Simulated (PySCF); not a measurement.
Atoms are numbered as in `[CH2:1]=[CH:2][c:3]1[cH:4][cH:5][cH:6][cH:7][c:8]1[C:9]#[N:10]`; H(Xn) means a hydrogen on atom n. Ha(C1) is cis to C3; Hb(C1) is trans to C3.

GIAO PBE0/pcSseg-1 shifts (PySCF, gas phase, non-relativistic, equivalent atoms averaged), each against references optimised in the same way as the molecule (TMS, NH3).

On the GFN2-xTB geometry: C3 146.7, C2 141.9, C7 141.2, C5 137.6, C6 133.4, C4 129.0, C1 124.6, C9 123.3, C8 116.5, N10 325.3, H(C4) 8.10, H(C7) 7.97, H(C5) 7.79, H(C2) 7.63, H(C6) 7.58, Ha(C1) 6.40, Hb(C1) 5.94 ppm.

Q: What changes on the PBE0-D3(BJ)/def2-SVP geometry?

A: 
| atoms | δ (ppm) | change |
| --- | --- | --- |
| C3 | 145.5 | -1.2 |
| C2 | 141.3 | -0.6 |
| C7 | 140.0 | -1.2 |
| C5 | 137.1 | -0.5 |
| C6 | 133.1 | -0.3 |
| C4 | 128.4 | -0.6 |
| C1 | 124.7 | +0.1 |
| C9 | 123.0 | -0.3 |
| C8 | 116.6 | +0.1 |
| N10 | 328.6 | +3.3 |
| H(C4) | 7.93 | -0.17 |
| H(C7) | 7.72 | -0.25 |
| H(C5) | 7.58 | -0.21 |
| H(C2) | 7.41 | -0.22 |
| H(C6) | 7.38 | -0.20 |
| Ha(C1) | 6.36 | -0.04 |
| Hb(C1) | 5.88 | -0.06 |

Bonds between heavy atoms that differ most (equivalent bonds averaged): C8–C9 1.414 → 1.432 Å, C9–N10 1.147 → 1.160 Å, C1–C2 1.328 → 1.338 Å, C2–C3 1.458 → 1.467 Å, C5–C6 1.388 → 1.397 Å. Mean change of bonds to hydrogen: C–H +0.013 Å.
